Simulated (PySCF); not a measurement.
# C₆ coefficients of unlike pairs at PBE0

Calculated with PySCF 2.14 from the dipole response of each species, C₆(A,B) = (3/π) ∫ α_A(iu) α_B(iu) du, in atomic units, from isotropic polarisabilities. For ions this is the dispersion term alone; charge-induced terms of lower order in 1/R come first.

```
species      configuration                                                                        basis     relativity  α (bohr³)  C₆ (like pair)
    S²⁺  [Ne] 3s2 3p2 (3P)                                                     dyall-acv3z (19s12p6d4f)  spin-free X2C      7.289           26.40
   Mn²⁺      [Ar] 3d5 (6S)                                                     def2-TZVPPD (6s6p4d2f1g)           none      3.173           8.483
      O  [He] 2s2 2p4 (3P)  aug-cc-pVTZ with one added diffuse shell each of s, p, d, f type (6s5p4d3f)           none      5.488           16.39
    Ne⁺  [He] 2s2 2p5 (2P)                                                       def2-TZVPPD (6s4p3d1f)           none      1.333           2.290
```

Q: Estimate C₆ for Mn²⁺ with S²⁺.

A: The integral gives 14.01. The combination rule 2 C_A C_B / (C_A α_B/α_A + C_B α_A/α_B) gives 14.46 and the geometric mean 14.97.

No spin-orbit coupling is included.

The other pairs:

| pair | C₆ |
| --- | --- |
| Ne⁺, Mn²⁺ | 4.380 |
| Ne⁺, S²⁺ | 6.991 |
| O, Mn²⁺ | 11.35 |
| Ne⁺, O | 5.721 |
| O, S²⁺ | 20.71 |
